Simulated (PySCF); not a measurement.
BGeH5O2. Atoms are numbered in the order given.

```xyz
9

B     -1.0146     0.1147     0.3641
Ge     0.9399    -0.1020    -0.3355
H      1.1363    -1.4538    -1.0486
H      1.3081     0.9975    -1.3514
H      1.9657    -0.0467     0.8139
O     -1.3768    -0.2696     1.6186
H     -0.6474    -0.6159     2.1406
O     -2.0054     0.6324    -0.4127
H     -1.7083     0.9056    -1.2852
```
Charge 0, spin multiplicity 1.

The structure is a stationary point at ωB97X-D3(BJ)/def2-SVP. This is a generated structure with no PubChem entry under its InChIKey; it may be hypothetical. One conformer was computed; it need not be the lowest.

Calculation: PBE0/pcSseg-1 (PySCF).

GIAO shieldings, no solvent; atoms alike by connectivity are averaged. δ = σ(ref) − σ: ¹¹B against BF3 (σ = 88.8 ppm); ⁷³Ge against GeH4 (σ = 1658.3 ppm); ¹H against TMS (σ = 31.56 ppm); ¹⁷O against H2O (σ = 334.2 ppm), references at their B3LYP-D3(BJ)/def2-TZVP geometries, non-relativistic.

```
nucleus       atoms  count  δ (ppm)
-------  ----------  -----  -------
¹¹B              B1      1     20.9
⁷³Ge            Ge2      1    -42.8
¹H           H7, H9      2     4.78
¹H       H3, H4, H5      3     3.48
¹⁷O          O6, O8      2    179.8
```
